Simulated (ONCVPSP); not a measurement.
## lead (Pb), ONCV: configuration errors across variants

lead (Pb), optimised norm-conserving Vanderbilt (ONCV), made with ONCVPSP 4.0.1 (LDA (Perdew-Zunger), scalar-relativistic). Core [Xe] 4f14, reference 5d10 6s2 6p2. Waves: 6s: rc 1.80 bohr, ncon 4, nbas 8, qcut 3 1/bohr, 3 projectors, debl 2.1 Ha; 6p: rc 2.10 bohr, ncon 4, nbas 6, qcut 3.8 1/bohr, 1 projector; 5d: rc 1.80 bohr, ncon 4, nbas 8, qcut 7.6 1/bohr, 2 projectors, debl 3.1 Ha. Local part: polynomial inside 1.65 bohr (lpopt 4, dvloc0 1 Ha). Core correction: Teter function, fcfact 4.75, rcfact 1.4.

All-electron excitation energies from the reference (eV): (1) 5d10 6s2 6p1 6.833; (2) 5d10 6s2 6p0 20.595; (3) 5d10 6s1 6p0 53.473.

3 further variants failed, have other tests or too few solved ones, and are left out.

A true bound ghost makes a file unfit for plane-wave use even where its test errors are small: the radial tests pick states by their node count and pass the ghost by.

Errors AE − PS in meV (a dash: test not solved or not reliable):

```tsv
change	(1)	(2)	(3)	bound ghosts	GHOST(+) flags above zero
base	-2.1	-14	-30	s	s
all radii but the core radius scaled by about 1.13 (s 2.04, p 2.38, d 2.04 bohr); local potential polynomial inside 1.88 bohr (lpopt 4, dvloc0 1 Ha)	-2.7	-14	-26	none	s
all radii but the core radius scaled by about 1.18 (s 2.12, p 2.48, d 2.12 bohr); local potential polynomial inside 1.96 bohr (lpopt 4, dvloc0 1 Ha)	-2.8	-14	-25	none	s
all radii but the core radius scaled by about 1.23 (s 2.22, p 2.58, d 2.22 bohr); local potential polynomial inside 2.04 bohr (lpopt 4, dvloc0 1 Ha)	-2.9	-14	-26	none	s
all radii but the core radius scaled by about 1.31 (s 2.36, p 2.76, d 2.36 bohr); local potential polynomial inside 2.16 bohr (lpopt 4, dvloc0 1 Ha)	-3.0	-15	-33	none	s
```

(1) Give the same row for: all radii but the core radius scaled by about 1.05 (s 1.88, p 2.20, d 1.88 bohr); local potential polynomial inside 1.72 bohr (lpopt 4, dvloc0 1 Ha).

## Answers

(1) -2.4, -14, -29; bound ghosts: s; GHOST(+) flags above zero: s.
